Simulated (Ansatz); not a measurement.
A nudged elastic band was laid between two geometries of C₃H₅Al (9 atoms, charge 0, multiplicity 1).

The calculation used Ansatz, RKS PBE0-D4/def2-SVP.

```json
{"movable images": "7", "climbing image": "yes", "spring": "5.0 eV/Å²", "optimiser": "quadratic models (default)", "start path": "through a guess of the saddle point", "force threshold": "0.05 eV/Å", "iteration limit": "60", "end points": "relaxed"}
```

Image 0:

```xyz
9
Properties=species:S:1:pos:R:3
C 0.275 0.861 -1.068
C -0.035 0.030 0.124
C 0.033 -1.331 0.306
Al -0.548 -0.480 1.852
H 0.608 0.256 -1.929
H -0.607 1.447 -1.373
H 1.063 1.596 -0.834
H 0.344 -2.081 -0.436
H -1.044 -0.345 3.340
```

Image 8:

```xyz
9
Properties=species:S:1:pos:R:3
C 0.177 0.831 -1.111
C -0.068 0.020 0.110
C 0.413 -1.216 0.472
Al -0.714 -0.530 1.780
H -0.771 1.051 -1.627
H 0.613 1.808 -0.845
H 0.855 0.328 -1.822
H 1.097 -1.852 -0.109
H -1.513 -0.486 3.136
```

(1) What changes between the two ends?

(2) What energy profile does the band end with?

(3) What is the geometry of the highest image?

(4) What are the harmonic wavenumbers there?

## Answers

(1) No bond is made or broken. The dihedral H5–C1–C2–C3 goes from 0 to 122°. The two ends are copies of one structure, up to a mirror image or an exchange of like atoms.

(2) The run converged. The highest image is number 4 of 0 to 8, 0.039 eV above the ends, which have the same energy within 2 meV. A vibrational analysis at the climbing image gives one clearly imaginary mode, 135i cm⁻¹: a first-order saddle point.

```json
{"image": "0", "path coordinate (Å)": "0.00", "energy (eV)": "0.000", "dihedral H5–C1–C2–C3 (°)": "0"}
{"image": "1", "path coordinate (Å)": "0.39", "energy (eV)": "0.005", "dihedral H5–C1–C2–C3 (°)": "15"}
{"image": "2", "path coordinate (Å)": "0.79", "energy (eV)": "0.019", "dihedral H5–C1–C2–C3 (°)": "29"}
{"image": "3", "path coordinate (Å)": "1.18", "energy (eV)": "0.033", "dihedral H5–C1–C2–C3 (°)": "44"}
{"image": "4", "path coordinate (Å)": "1.57", "energy (eV)": "0.039", "dihedral H5–C1–C2–C3 (°)": "59"}
{"image": "5", "path coordinate (Å)": "1.97", "energy (eV)": "0.033", "dihedral H5–C1–C2–C3 (°)": "75"}
{"image": "6", "path coordinate (Å)": "2.36", "energy (eV)": "0.018", "dihedral H5–C1–C2–C3 (°)": "90"}
{"image": "7", "path coordinate (Å)": "2.76", "energy (eV)": "0.005", "dihedral H5–C1–C2–C3 (°)": "106"}
{"image": "8", "path coordinate (Å)": "3.15", "energy (eV)": "0.000", "dihedral H5–C1–C2–C3 (°)": "122"}
```

(3) 
```xyz
9
Properties=species:S:1:pos:R:3
C 0.231 0.879 -1.068
C -0.064 0.040 0.128
C 0.232 -1.281 0.374
Al -0.671 -0.522 1.807
H -0.229 0.441 -1.970
H -0.135 1.910 -0.967
H 1.318 0.920 -1.253
H 0.760 -1.982 -0.291
H -1.353 -0.451 3.224
```

(4) 135i, 302, 317, 471, 482, 578, 760, 832, 994, 1017, 1023, 1173, 1359, 1441, 1458, 1546, 1993, 3041, 3124, 3129, 3155 cm⁻¹.

Run time: 3.9 min on 1 thread of Intel(R) Xeon(R) Platinum 8259CL CPU @ 2.50GHz (Skylake/Cascade Lake), on a shared host, peak memory 0.17 GiB.
